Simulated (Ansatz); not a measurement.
Reaction (redistribution): `N[SiH](O)[Si](N)(F)F` + `N[SiH2][CH2][GeH2][NH2]` → `[NH2][GeH2][SiH](N)O` + `N[SiH2]C[Si](N)(F)F`

Isolated molecules relaxed with PBE0-D4/def2-TZVP in Ansatz; ΔE leaves out vibrations. CCSD(T)/CBS adds triple-zeta CCSD(T) − MP2 to the extrapolated MP2 energy (def2 sets, frozen cores). DFT in def2-TZVPP. B3LYP here is the variant with VWN-RPA as its local correlation; programs differ in this. For Ge outer-core shells are correlated without core-valence functions, which leaves a few kJ/mol of doubt a bond. Scalar relativity is left out up to krypton. Each species was taken in one conformer, which may not be the lowest.

```json
{"level": "r2SCAN-D4", "ΔE (kcal/mol)": "-11.8", "difference from CCSD(T)/CBS": "-1.0"}
{"level": "B3LYP-D4", "ΔE (kcal/mol)": "-11.0", "difference from CCSD(T)/CBS": "-0.2"}
{"level": "ωB97M-V", "ΔE (kcal/mol)": "-12.4", "difference from CCSD(T)/CBS": "-1.6"}
{"level": "PBE", "ΔE (kcal/mol)": "-10.1", "difference from CCSD(T)/CBS": "0.7"}
{"level": "HF/def2-TZVPP", "ΔE (kcal/mol)": "-11.5", "difference from CCSD(T)/CBS": "-0.7"}
{"level": "SCS-MP2/def2-TZVPP", "ΔE (kcal/mol)": "-10.5", "difference from CCSD(T)/CBS": "0.3"}
{"level": "CCSD(T)/def2-TZVPP", "ΔE (kcal/mol)": "-10.7", "difference from CCSD(T)/CBS": "0.1"}
{"level": "HF/def2-QZVPP", "ΔE (kcal/mol)": "-11.5", "difference from CCSD(T)/CBS": "-0.7"}
{"level": "MP2/def2-QZVPP", "ΔE (kcal/mol)": "-10.9", "difference from CCSD(T)/CBS": "-0.1"}
{"level": "HF/CBS(def2)", "ΔE (kcal/mol)": "-11.5", "difference from CCSD(T)/CBS": "-0.7"}
{"level": "CCSD(T)/CBS", "ΔE (kcal/mol)": "-10.8", "difference from CCSD(T)/CBS": "0"}
```

Largest T1 diagnostic among the species: 0.012.

From PBE to PBE0 (25 % exact exchange), in def2-TZVPP and without D4, ΔE moves by −1.0 kcal/mol.
